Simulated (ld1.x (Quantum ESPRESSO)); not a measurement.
**Before and after: TM potential for Se (Z = 34)**

```
Element                 : Se (Z = 34)
Generator               : ld1.x (Quantum ESPRESSO) 7.5
Type                    : norm-conserving Troullier–Martins (Kleinman–Bylander form)
Functional              : PW91
Relativity              : scalar-relativistic
Frozen core             : [Ar] 3d10
Valence charge          : 6
Reference configuration : 4s2 4p4
Partial waves           : 4p (bound): rc 2.00 bohr; 4s (bound): rc 1.15 bohr
Local potential         : the s channel
Core correction         : Bessel-smoothed model core, default radius (core density twice the valence density)
```

Change: wave 4p (bound): rc 2.00 bohr becomes 4p (bound): rc 2.62 bohr.

Cutoffs: the cutoffs (Ry, on a coarse ladder) from which the occupation-weighted sum of valence levels, in a spherical-Bessel basis at the reference potential, stays within 10 and 1 mRy of its value at 400 Ry; they do not see the model core or the augmentation charge, which bear on the density cutoff. Errors are all-electron minus pseudo energies relative to the spin-unpolarised reference configuration.

Q: What does the change do?

A: The potential gets neither clearly harder nor softer (90 Ry and 180 Ry → 90 Ry and 180 Ry); both files keep a bound ghost (p); of the 7 tests that both files solve, the error grows in 5 and shrinks in 1 by more than 15 % and 0.3 meV (median size 38.7 → 41.8 meV).

| quantity | base | changed |
| --- | --- | --- |
| cutoff, loose | 90 Ry | 90 Ry |
| cutoff, tight | 180 Ry | 180 Ry |
| bound ghosts | p | p |
| error for 4s2 4p3, meV [ΔE 10.90 eV] | -8.3 | -14 |
| error for 4s2 4p2, meV [ΔE 31.33 eV] | -37 | -72 |
| error for 4s2 4p1, meV [ΔE 62.30 eV] | -85 | -189 |
| error for 4s0 4p6, meV [ΔE 22.02 eV] | -64 | -38 |
| error for 4s1 4p4, meV [ΔE 22.46 eV] | -39 | -42 |
| error for 4s2 4p0, meV [ΔE 104.61 eV] | -122 | -338 |
| error for 4s2 4p3.5, meV [ΔE 4.34 eV] | -2.1 | -3.1 |

 A true bound ghost makes a file unfit for plane-wave use even where its test errors are small: the radial tests pick states by their node count and pass the ghost by.
